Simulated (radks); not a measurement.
Species: Pr45+. Configuration: [Ne] 3s2 3p1 3d1 (not the ground configuration). Method: Dirac Kohn-Sham, PBE, spin-unpolarised, spherical densities, finite nucleus; open shells are shared between the two j in proportion to 2j + 1; Fermi nuclear charge, rms radius 4.8919 fm; computed with a radial shooting solver on a logarithmic mesh with Libxc functionals.

Spin-orbit splittings of the eigenvalues, e(l+1/2) - e(l-1/2), with zeta = 2 splitting/(2l+1) and mean radii in bohr:

shell  occ.  splitting (eV)  zeta (eV)  <r> j=l-1/2  <r> j=l+1/2
2p        6           497.2      331.5      0.08470      0.09074
3p        1               ?          ?       0.2322       0.2412
3d        1           30.65      12.26       0.2085       0.2113

Estimate the 3p splitting.

Answer. 127.1 eV (zeta = 84.76 eV).
